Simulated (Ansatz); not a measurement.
Reaction (hydrogenolysis of a C–F bond): `FC1O[SiH2][Se]1` + H₂ → `C1O[SiH2][Se]1` + H–F

Calculated with Ansatz (gas phase, PBE0-D4/def2-TZVP geometries, no zero-point term in ΔE). CCSD(T)/CBS adds triple-zeta CCSD(T) − MP2 to the extrapolated MP2 energy (def2 sets, frozen cores). This one scheme is used for every species. Functionals use def2-TZVPP. For Se outer-core shells are correlated without core-valence functions, which leaves a few kJ/mol of doubt a bond. Scalar relativity is left out up to krypton.

```json
{"species": "`FC1O[SiH2][Se]1`", "PBE-D4 energy (Eh)": "-2905.44398"}
{"species": "H₂", "PBE-D4 energy (Eh)": "-1.16621"}
{"species": "`C1O[SiH2][Se]1`", "PBE-D4 energy (Eh)": "-2806.23591"}
{"species": "H–F", "PBE-D4 energy (Eh)": "-100.39347"}
```

**Question.** Work out ΔE.

**Answer.** ΔE = (-2806.23591) + (-100.39347) − (-2905.44398) − (-1.16621) = -0.01919 Eh = -0.52 eV. CCSD(T)/CBS gives -0.73 eV.

Largest T1 diagnostic among the species: 0.012.

From PBE to PBE0 (25 % exact exchange), in def2-TZVPP and without D4, ΔE moves by −0.10 eV.
